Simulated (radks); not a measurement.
Species: Lu3+. Configuration: [Kr] 4d10 4f14 5s2 5p5.75 6p0.25 (fractional occupations, a model configuration). All-electron calculation, scalar-relativistic Kohn-Sham, BLYP, spin-polarised, spherical densities, point nucleus; open shells are filled with parallel spins first (spin-orbit coupling, left out, can overturn this in heavy ions). Program: a radial shooting solver on a logarithmic mesh with Libxc functionals.

Normalised radial functions P(r) = r R(r), r in bohr:

```
   r/bohr * 5s up (the largest magnitude, 1.09, reaches the edge; | marks zero)
0.0009572                             |*
 0.001114                             | *
 0.001297                             | *
 0.001522                             | *
 0.001772                             | *
 0.002063                             | *
 0.002402                             |  *
 0.002796                             |  *
 0.003255                             |  *
  0.00379                             |  *
 0.004412                             |   *
 0.005136                             |   *
 0.006027                             |   *
 0.007016                             |   *
 0.008168                             |   *
 0.009509                             |   *
  0.01107                             |   *
  0.01289                             |   *
    0.015                             |  *
  0.01747                             | *
  0.02033                             |*
  0.02386                             *
  0.02778                           * |
  0.03234                          *  |
  0.03765                        *    |
  0.04383                       *     |
  0.05102                      *      |
   0.0594                      *      |
  0.06915                        *    |
   0.0805                          *  |
  0.09447                             |*
     0.11                             |   *
    0.128                             |       *
    0.149                             |         *
   0.1735                             |        *
    0.202                             |     *
   0.2352                             |*
   0.2738                       *     |
   0.3187                 *           |
    0.374               *             |
   0.4354                *            |
   0.5069                      *      |
   0.5901                             |  *
   0.6869                             |            *
   0.7997                             |                    *
    0.931                             |                         *
    1.084                             |                          *
    1.262                             |                       *
    1.481                             |                  *
    1.724                             |            *
    2.007                             |       *
    2.336                             |    *
     2.72                             | *
    3.166                             |*
    3.686                             *
    4.291                             *
    4.995                             *
    5.862                             *
    6.824                             *
    7.945                             *
    9.249                             *
    10.77                             *
```

5s up: eigenvalue -89.465 eV, 4 radial nodes at r = 0.0231, 0.0921, 0.240, 0.566 bohr, <r> = 1.16 bohr, 90 % of the charge inside 1.68 bohr.
